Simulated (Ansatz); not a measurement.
Mg4H14S4, relaxed as a singlet with RKS r2SCAN-D4/def2-SVP in Ansatz, starting from the GFN1-xTB geometry. Force threshold 0.02 eV/Å.

Start:

```xyz
22

Mg   -0.4833   -0.0835    2.9447
S     1.7227    0.7473    1.5793
Mg   -0.9988   -2.7740   -0.4533
S    -1.3923   -0.5386    0.6392
S     1.2652   -1.5839   -1.3910
Mg    2.0016    0.7707   -0.9158
Mg   -2.6223    1.2738   -0.6057
S    -0.1415    1.9398   -1.5101
H     0.2217   -1.3971    3.5965
H    -0.8961    1.3957    3.4842
H     2.7938    0.1519    2.0605
H     2.0904    1.9390    2.0006
H    -0.2237   -3.8095    0.5343
H    -1.7329   -2.8848   -1.9010
H    -2.5354   -0.9784    1.1596
H     2.3000   -2.3517   -1.1219
H     1.3708   -1.7493   -2.6932
H     3.3434    1.2882   -1.5305
H    -2.8209    2.6096    0.3010
H    -3.1819    0.7562   -2.0420
H     0.0704    3.2241   -1.3140
H    -0.1509    2.0544   -2.8216
```

```tsv
step	energy (eV)	largest force component (eV/Å)	SCF passes
1	-65317.9641	1.636	17
2	-65318.9782	0.442	24
3	-65319.0256	0.371	17
4	-65319.0688	0.210	18
5	-65319.0904	0.085	18
6	-65319.1103	0.060	17
7	-65319.1381	0.159	17
8	-65319.1837	0.204	17
9	-65319.2552	0.246	17
10	-65319.3537	0.247	18
11	-65319.4708	0.230	18
15	-65320.0592	0.175	17
19	-65320.6442	0.176	17
23	-65321.2887	0.241	17
27	-65321.7632	0.329	17
31	-65321.8858	0.283	17
35	-65321.9279	0.595	17
39	-65321.9665	0.405	17
43	-65321.9862	0.040	18
47 (rejected)	-65321.9889	0.376	17
51	-65321.9977	0.106	20
55	-65322.0026	0.079	18
59 (rejected)	-65322.0060	0.028	19
62	-65322.0072	0.019	20
```

Force components are those of the run's own axes.

End:

```xyz
22

Mg   -0.740    0.989    3.139
S     1.805   -0.002    2.128
Mg   -0.965   -2.151   -0.524
S    -1.817   -0.722    1.511
S     1.176   -0.309   -3.463
Mg    1.852   -0.196   -0.686
Mg   -2.640    0.503   -0.585
S    -0.135    1.717   -0.734
H    -1.113    0.839    4.806
H    -0.037    2.010    1.871
H     2.771   -0.906    2.454
H     2.602    1.063    2.362
H     0.802   -1.621   -0.413
H    -1.449   -3.779   -0.796
H    -2.882   -1.341    2.065
H     0.491   -1.469   -3.591
H     2.361   -0.860   -3.811
H     3.448    0.367   -0.995
H    -3.952    1.567   -0.833
H    -1.653   -0.701   -1.588
H     0.168    2.944   -0.264
H    -0.094    2.057   -2.054
```

Bonds lost: Mg3–S5 (atoms count from 1). Bonds formed: Mg3–H20, Mg6–H13 (atoms count from 1). Metal–metal contacts that move far: Mg3–Mg7 4.36 to 3.14 Å.

The force fell under the threshold at step 60, but the optimiser went on. No frequencies were taken in this run, so the end may be a saddle point.

Hardware: 4 threads of Arm Neoverse V2 on a shared host. Wall time 6.5 min.
